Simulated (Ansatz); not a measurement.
`[F][SbH][AlH2]` + SiH₄ → `[F][SbH][SiH3]` + `[AlH3]` at 500 K and 1 bar (formal exchange of groups at the Sb–Al bond).

Calculated with Ansatz (gas phase, PBE0-D4/def2-TZVP geometries, no zero-point term in ΔE). CCSD(T)/CBS is the MP2 limit (def2-TZVPP, def2-QZVPP) plus CCSD(T) − MP2 in def2-TZVPP, frozen cores. This one scheme is used for every species. Elements past krypton have def2 core potentials. For Sb outer-core shells are correlated without core-valence functions, which leaves a few kJ/mol of doubt a bond.

```csv
species,CCSD(T)/CBS energy (Eh),H − E (kJ/mol),S (J/(mol·K))
`[F][SbH][AlH2]`,-583.62706,94.2,381.2
SiH₄,-291.46306,102.4,230.9
`[F][SbH][SiH3]`,-631.30007,125.1,382.6
`[AlH3]`,-243.78045,68.7,232.2
```

H − E and S are ideal-gas, rigid-rotor, harmonic terms from PBE0-D4/def2-TZVP, for one conformer and one mirror image of each species. 1 Eh = 2625.50 kJ/mol, R = 8.31446 J/(mol·K).

**Question.** By hand: ΔE, ΔH, ΔS and ΔG.

**Answer.** ΔE = (-631.30007) + (-243.78045) − (-583.62706) − (-291.46306) = 0.00960 Eh = 25.2 kJ/mol. Δ(H − E) = 125.1 + 68.7 − 94.2 − 102.4 = -2.8, so ΔH = 22.4 kJ/mol. ΔS = 382.6 + 232.2 − 381.2 − 230.9 = 2.7 J/(mol·K). ΔG = 22.4 − 500 × (2.7)/1000 = 21.0 kJ/mol.

**Question.** By hand: the equilibrium constant, and the temperature at which ΔG would vanish if ΔH and ΔS stayed fixed.

**Answer.** log₁₀ K = −ΔG/(RT ln 10) = -2.2. ΔG = 0 at ΔH/ΔS = 8296 K, far beyond where these terms or the molecules hold.

The number of gas molecules stays the same, so ΔS is small and ΔH decides. A doubt of 5 kJ/mol in ΔE shifts log₁₀ K by 0.5 here. Other conformers and mirror images would add mixing entropy, several J/(mol·K) or more a flexible species. These are equilibria of isolated gas molecules and say nothing of rates. Largest T1 diagnostic: 0.014 (customary marks: 0.02 for closed shells, 0.045 for open ones).
